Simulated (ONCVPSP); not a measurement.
# Which setting gave this result? (Pm, ONCV)

Base potential:

```json
{
 "Element": "promethium (Pm)",
 "Generator": "ONCVPSP 4.0.1",
 "Type": "optimised norm-conserving Vanderbilt (ONCV)",
 "Functional": "LDA (Perdew-Zunger)",
 "Relativity": "scalar-relativistic",
 "Frozen core": "[Kr] 4d10 4f4",
 "Valence charge": "11",
 "Reference configuration": "5s2 5p6 5d1 6s1 6p1",
 "Partial waves": "5s+6s: rc 2.30 bohr, ncon 3, nbas 8, qcut 6.3 1/bohr, 2 projectors; 5p+6p: rc 3.10 bohr, ncon 4, nbas 7, qcut 5.5 1/bohr, 2 projectors; 5d: rc 2.75 bohr, ncon 4, nbas 9, qcut 6.7 1/bohr, 2 projectors, debl 2.3 Ha",
 "Local potential": "polynomial inside 2.25 bohr (lpopt 5, dvloc0 2 Ha)",
 "Core correction": "polynomial model core, fcfact 0.75"
}
```

Cutoffs, loose and tight: the cutoffs (Ha) at which the residual kinetic energy of the hardest occupied pseudo-wave falls to 1 and 0.1 mHa per electron. They do not see the model core or the augmentation charge, which bear on the density cutoff. Test errors are all-electron minus pseudo excitation energies from the reference, over the configurations 5s2 5p6 5d1 6s2 6p0; 5s2 5p6 5d1 6s1 6p0; 5s2 5p6 5d1 6s0 6p0; 5s2 5p6 5d1 6s0 6p1; variants that change the core or the reference have their own tests.

Only the s radius is moved (1 further runs of the sweep failed or gave no value and are left out):

```csv
s radius (bohr),"cutoff, loose","cutoff, tight",bound ghosts,largest test error (meV)
2.04,13 Ha,16 Ha,none,-14
2.62,10 Ha,13 Ha,none,-15
3.06,8.4 Ha,11 Ha,none,-16
3.28,8.2 Ha,10 Ha,none,-16
```

Q: One more run gave cutoff, loose: 12 Ha; cutoff, tight: 14 Ha; bound ghosts: none; largest test error (meV): -15. Which value of the s radius was used?

A: 2.34 bohr. The loose cutoff moves one way along this sweep, from 13 Ha at 2.04 to 8.2 Ha at 3.28 bohr, which places the run between 2.04 and 2.62 bohr.
